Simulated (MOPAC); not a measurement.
Input for MOPAC: PM3 on MgI, 2S+1 = 2, a spin state set in the input, which need not be the lowest, a point of a bond scan (R = 2.668 Å).

```
PM3 1SCF PRECISE CHARGE=0 UHF MS=0.5 THREADS=1
IMg

Mg     0.00000000 1     0.00000000 1     0.00000000 1
I      0.00000000 1     0.00000000 1     2.66780300 1
```

Output:

```
*******************************************************************************
 **                                                                           **
 **                              MOPAC v23.2.5                                **
 **                                                                           **
 *******************************************************************************
 ** MOPAC's Digital Object Identifier: https://doi.org/10.5281/zenodo.6511958 **
 **                                                                           **
 ** Please cite the open-source release paper for use of this MOPAC version:  **
 ** J. E. Moussa and J. J. P. Stewart (2026)                                  **
 ** MOPAC: An open-source semiempirical molecular orbital program             **
 ** J. Open Source Softw., 11(119), 8025, https://doi.org/10.21105/joss.08025 **
 *******************************************************************************

                              PM3 CALCULATION RESULTS

 *******************************************************************************
 *  PM3        - The PM3 Hamiltonian to be used
 *  UHF        - UNRESTRICTED HARTREE-FOCK CALCULATION
 *
 *
 *
 *                 CHARGE ON SYSTEM = 0
 *
 *
 *
 *  MS=        - IN MECI, MAGNETIC COMPONENT OF SPIN =  0.5
 *  PRECISE    - TIGHTER CRITERIA TO BE USED
 *  1SCF       - DO 1 SCF AND THEN STOP
 *  THREADS=1  - MULTI-THREADING NOT USED
 *  T=         - A TIME OF 172800.0 SECONDS REQUESTED
 *  DUMP=N     - RESTART FILE WRITTEN EVERY 7200.0 SECONDS REQUESTED
 *******************************************************************************
PM3 1SCF PRECISE CHARGE=0 UHF MS=0.5 THREADS=1
 IMg

   ATOM   CHEMICAL          X               Y               Z
  NUMBER   SYMBOL      (ANGSTROMS)     (ANGSTROMS)     (ANGSTROMS)

     1      Mg          0.00000000  *   0.00000000  *   0.00000000  *
     2       I          0.00000000  *   0.00000000  *   2.66780300  *



          CARTESIAN COORDINATES

    NO.       ATOM           X           Y           Z

     1        Mg          0.0000      0.0000      0.0000
     2         I          0.0000      0.0000      2.6678

 Mg: (PM3): J. J. P. STEWART, J. COMP. CHEM. 12, 320-341 (1991).
  I: (PM3): J. J. P. STEWART, J. COMP. CHEM. 10, 209 (1989).

           Empirical Formula: Mg I  =     2 atoms



      MOLECULAR POINT GROUP   :   C*v


          UHF CALCULATION, NO. OF ALPHA ELECTRONS =    5
                           NO. OF BETA  ELECTRONS =    4

 -------------------------------------------------------------------------------
 PM3 1SCF PRECISE CHARGE=0 UHF MS=0.5 THREADS=1
 IMg



     1SCF WAS SPECIFIED, SO BFGS WAS NOT USED
     SCF FIELD WAS ACHIEVED


                              PM3 CALCULATION
                                                       MOPAC v23.2.5 Linux




          FINAL HEAT OF FORMATION =        -11.53167 KCAL/MOL =     -48.24850 KJ/MOL


          COSMO AREA              =         94.98 SQUARE ANGSTROMS
          COSMO VOLUME            =         79.85 CUBIC ANGSTROMS

          IONIZATION POTENTIAL    =          8.428981 EV
          ALPHA SOMO LUMO (EV)    =         -8.429 -1.360
          BETA  SOMO LUMO (EV)    =         -8.768 -1.119
          NO. OF ALPHA ELECTRONS  =          5
          NO. OF BETA  ELECTRONS  =          4
          MOLECULAR WEIGHT        =        151.2095         POINT GROUP:  C*v

          MOLECULAR DIMENSIONS (Angstroms)

            Atom       Atom       Distance
            I     2   Mg     1     2.66780
            I     2   Mg     1     0.00000
           Mg     1    I     2     0.00000


          SCF CALCULATIONS        =          1





   ATOM   CHEMICAL          X               Y               Z
  NUMBER   SYMBOL      (ANGSTROMS)     (ANGSTROMS)     (ANGSTROMS)

     1      Mg          0.00000000  *   0.00000000  *   0.00000000  *
     2       I          0.00000000  *   0.00000000  *   2.66780300  *

                             CARTESIAN COORDINATES

   1   Mg        0.000000000     0.000000000     0.000000000
   2    I        0.000000000     0.000000000     2.667803000


           Empirical Formula: Mg I  =     2 atoms



      MOLECULAR POINT GROUP   :   C*v


          ALPHA EIGENVALUES
 -18.06237 -17.87550 -17.87550 -13.64321  -8.42898  -1.35984  -1.08346  -1.08346


           BETA EIGENVALUES
 -15.75616 -15.53022 -15.53022  -8.76824  -1.11901  -1.03554  -1.03554  -0.55917


              NET ATOMIC CHARGES AND DIPOLE CONTRIBUTIONS

  ATOM NO.   TYPE          CHARGE      No. of ELECS.   s-Pop       p-Pop
    1         Mg           0.069725        1.9303     1.26303     0.66725
    2          I          -0.069725        7.0697     1.09020     5.97952
 DIPOLE           X         Y         Z       TOTAL
 POINT-CHG.     0.000     0.000    -0.893     0.893
 HYBRID        -0.000    -0.000     0.090     0.090
 SUM           -0.000    -0.000    -0.803     0.803


          ATOMIC ORBITAL ELECTRON POPULATIONS

     Atom    s        px        py        pz
    1 Mg   1.26303   0.00117   0.00117   0.66491
    2  I   1.09020   1.99883   1.99883   1.98186


                    (SZ)    =    0.500000
                    (S**2)  =    1.503558


          ATOMIC ORBITAL SPIN POPULATIONS

    Atom   Total    s     px     py     pz
         Atomic
    1 Mg  0.1080  0.090 -0.000 -0.000  0.019
    2  I  0.8920  0.892  0.000  0.000 -0.001

 **********************
 *                    *
 * JOB ENDED NORMALLY *
 *                    *
 **********************




 == MOPAC DONE ==
```

The run finished. Its determinant has ⟨S²⟩ = 1.50, a mixture of spin states.

Cost: around 0.03 core-seconds (rough).
